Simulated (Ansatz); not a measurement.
**Match the barriers**

Saddle point of Si₃N₂H₁₀F, doublet (Si₃N₂H₉ ([SiH3][NH][SiH][NH][SiH3]) + HF → Si₂NH₅F ([F][SiH][NH][SiH3]) + SiNH₅ ([NH2][SiH3]); bonds formed: Si1–F8, N2–H7; bonds broken: Si1–N2, H7–F8), PBE0-D4/def2-TZVP structure:

```
16
angstrom
Si 0.6379 1.1681 0.7433
N 1.3194 -0.4376 0.0860
Si 0.9372 -0.9030 -1.5760
N -1.0267 1.1448 0.1933
Si -2.2666 0.0246 0.6353
H 0.6631 0.9372 2.2122
H 2.3621 0.1647 0.2994
F 2.7896 1.2095 0.7152
H 1.2186 -1.1970 0.7526
H 1.9044 -1.9432 -2.0051
H -0.4400 -1.4460 -1.6604
H 1.0759 0.3179 -2.4009
H -1.3187 1.9682 -0.3123
H -1.5770 -1.1796 1.1736
H -3.1888 0.5413 1.6839
H -3.0904 -0.3697 -0.5401
```

Ansatz 0.2.0; basis: def2-TZVPP, with def2-QZVPP for the basis limit; cores frozen in the correlated methods; orbitals are unrestricted. B3LYP uses VWN-RPA correlation. Extrapolation: Hartree–Fock as exp(−7.88 √X), correlation as X^−2.97. Four methods, as single points on the PBE0-D4 structures, gave these electronic barriers from the start structure: 14.19, 18.57, 21.42, 28.82 kcal/mol.

Task: The methods were, in alphabetical order, B3LYP-D4, BHLYP-D4, HF, PBE-D4. Which gave which? (A judgement: the text doesn't fix the answer.)

Result: The calculation gives: PBE-D4 14.19; B3LYP-D4 18.57; BHLYP-D4 21.42; HF 28.82 kcal/mol. For comparison, CCSD(T) at an estimated basis limit (MP2 extrapolated from triple and quadruple zeta, plus CCSD(T) − MP2 in triple zeta) gives 19.52 kcal/mol.

The T1 diagnostic stays at or below 0.014. ⟨S²⟩ of the unrestricted Hartree–Fock references: 0.75 (a pure state has 0.75).

Steps of this kind, hydrogen fluoride cutting a network bond, underlie vapour etching and the fluorination step of atomic layer etching. Here a small cluster stands in for the surface site.

Labels in which every atom is bracketed show which atoms are joined, not bond orders.

For scale, one of the runs: CCSD(T)/def2-TZVPP, 359 basis functions, launched by `ansatz run in.yaml --threads 2 --pin off --events-out ev --progress --plain --max-ram 20480MiB --backend cuda --devices 0, --max-vram 18GiB`. Time: 78 s of wall clock on 2 CPU threads of an AMD EPYC 7R13 and a share of one NVIDIA H100; the host was shared. Peak host memory: 1.6 GiB.
